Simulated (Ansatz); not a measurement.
`O[BH][GeH3]` + `BNC` → `B[N](C)[GeH3]` + `BO` at 298.15 K and 1 bar (cleavage of the Ge–B bond).

Computed with Ansatz on PBE0-D4/def2-TZVP structures; ΔE is electronic, products minus reactants. CBS: MP2 limit from def2 TZ/QZ plus the TZ coupled-cluster correction, frozen cores. This one scheme is used for every species. For Ge outer-core shells are correlated without core-valence functions, which leaves a few kJ/mol of doubt a bond. Scalar relativity is left out up to krypton. One conformer a species, not always the lowest.

```csv
species,CCSD(T)/CBS energy (Eh),H − E (kJ/mol),S (J/(mol·K))
`O[BH][GeH3]`,-2179.11235,149.1,309.3
`BNC`,-121.18426,215.2,268.0
`B[N](C)[GeH3]`,-2198.49616,255.3,333.9
`BO`,-101.80414,103.5,230.4
```

H − E and S are ideal-gas, rigid-rotor, harmonic terms from PBE0-D4/def2-TZVP, for one conformer and one mirror image of each species. 1 Eh = 2625.50 kJ/mol, R = 8.31446 J/(mol·K).

Q: By hand: ΔE, ΔH, ΔS and ΔG.

A: ΔE = (-2198.49616) + (-101.80414) − (-2179.11235) − (-121.18426) = -0.00369 Eh = -9.7 kJ/mol. Δ(H − E) = 255.3 + 103.5 − 149.1 − 215.2 = -5.5, so ΔH = -15.2 kJ/mol. ΔS = 333.9 + 230.4 − 309.3 − 268.0 = -13.0 J/(mol·K). ΔG = -15.2 − 298.15 × (-13.0)/1000 = -11.3 kJ/mol.

Q: By hand: the equilibrium constant, and the temperature at which ΔG would vanish if ΔH and ΔS stayed fixed.

A: log₁₀ K = −ΔG/(RT ln 10) = 2.0. ΔG = 0 at ΔH/ΔS = 1169 K, though so small a ΔS makes that figure unsure.

The number of gas molecules stays the same, so ΔS is small and ΔH decides. A doubt of 5 kJ/mol in ΔE shifts log₁₀ K by 0.9 here. Other conformers and mirror images would add mixing entropy, several J/(mol·K) or more a flexible species. These are equilibria of isolated gas molecules and say nothing of rates. Largest T1 diagnostic: 0.014 (customary marks: 0.02 for closed shells, 0.045 for open ones).
